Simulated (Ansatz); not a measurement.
C5H12ClGaO (`C[CH2][Ga]([Cl])[O]C(C)C`). Total charge 0; spin multiplicity 1. Geometry: relaxed with PBE0-D4/def2-TZVP. It is one conformer, not always the lowest.

```xyz
20

C    -1.890   -2.688   -0.276
C    -1.078   -2.405    0.982
Ga   -0.026   -0.759    0.905
Cl    1.261   -0.174    2.541
O    -0.121    0.280   -0.528
C     0.536    1.499   -0.818
C     0.138    2.587    0.161
C     2.039    1.313   -0.891
H    -2.599   -1.885   -0.488
H    -1.252   -2.789   -1.156
H    -2.461   -3.616   -0.173
H    -1.720   -2.326    1.864
H    -0.377   -3.217    1.199
H     0.176    1.787   -1.815
H    -0.949    2.686    0.197
H     0.558    3.551   -0.138
H     0.503    2.357    1.166
H     2.445    1.051    0.090
H     2.528    2.232   -1.224
H     2.289    0.518   -1.598
```

**Question.** What is the dipole moment at PBE/def2-TZVPP? (Estimate.)

**Answer.** The calculation gave: 1.54 D, with components (-0.98, -0.67, -0.98) D in this frame, pointing from negative to positive charge.

**Question.** And with r2SCAN, B3LYP, ωB97M-V? (An estimate is asked.)

**Answer.** Ansatz gave: r2SCAN 1.54 D, B3LYP 1.49 D, ωB97M-V 1.42 D.

**Question.** Give the Mulliken charges with PBE, ωB97M-V, B3LYP in def2-TZVPP. (Best estimate.)

**Answer.** Computed: 
| atom | PBE | ωB97M-V | B3LYP |
| --- | --- | --- | --- |
| C1 | -0.23 | -0.30 | -0.23 |
| C2 | -0.21 | -0.31 | -0.22 |
| Ga3 | 0.44 | 0.55 | 0.54 |
| Cl4 | -0.29 | -0.28 | -0.31 |
| O5 | -0.31 | -0.38 | -0.39 |
| C6 | 0.18 | 0.09 | 0.22 |
| C7 | -0.27 | -0.32 | -0.28 |
| C8 | -0.27 | -0.32 | -0.28 |
| H9 | 0.09 | 0.11 | 0.09 |
| H10 | 0.09 | 0.11 | 0.09 |
| H11 | 0.08 | 0.11 | 0.08 |
| H12 | 0.09 | 0.12 | 0.09 |
| H13 | 0.09 | 0.12 | 0.09 |
| H14 | 0.05 | 0.08 | 0.05 |
| H15 | 0.08 | 0.11 | 0.09 |
| H16 | 0.07 | 0.10 | 0.08 |
| H17 | 0.08 | 0.10 | 0.08 |
| H18 | 0.08 | 0.10 | 0.08 |
| H19 | 0.07 | 0.10 | 0.08 |
| H20 | 0.08 | 0.11 | 0.09 |

B3LYP here is the variant with VWN-RPA as its local correlation; programs differ in this.
